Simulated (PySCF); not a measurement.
**Orbital picture of ZnF⁺**

PBE0 at R = 1.725 Å; Zn def2-SVPD, F def2-SVPD; no relativity (PySCF 2.14). State: ¹Σ⁺ (singlet), closed shell. Only the outer orbitals are listed, counted within each symmetry.

```csv
orbital,occ.,ε (eV),on Zn (%),main shells (%)
8σ,2,-24.03,93,92 Zn d
3π,2,-24.02,98,98 Zn d
3π,2,-24.02,98,98 Zn d
1δ,2,-23.97,100,100 Zn d
1δ,2,-23.97,100,100 Zn d
9σ,2,-17.94,24,"74 F p, 18 Zn s"
4π,2,-16.90,4,96 F p
4π,2,-16.90,4,96 F p
10σ,0,-11.76,93,"75 Zn s, 17 Zn p, 8 F p"
5π,0,-6.64,106,105 Zn p
5π,0,-6.64,106,105 Zn p
```

Q: Which are the highest filled and the lowest empty level, where do they sit, and how wide is the gap?

A: Highest filled 4π at -16.90 eV (in %: 96 F p); lowest empty 10σ at -11.76 eV (in %: 75 Zn s, 17 Zn p, 8 F p); the gap at PBE0 is 5.14 eV.

```
bond order (Mayer)                                                                                                : 0.83
⟨S²⟩                                                                                                              : 0.000
charge on Zn (Mulliken, basis-dependent)                                                                          : 1.52
charge on Zn (Löwdin, basis-dependent)                                                                            : 1.62
dipole moment (positive dipole points towards F; it is taken about the centre of mass and depends on that origin) : -6.19 D
polarisability along the bond                                                                                     : 19.4 bohr³
polarisability across the bond                                                                                    : 10.7 bohr³
```

Shares are Mulliken populations and can fall outside 0 to 100 %.
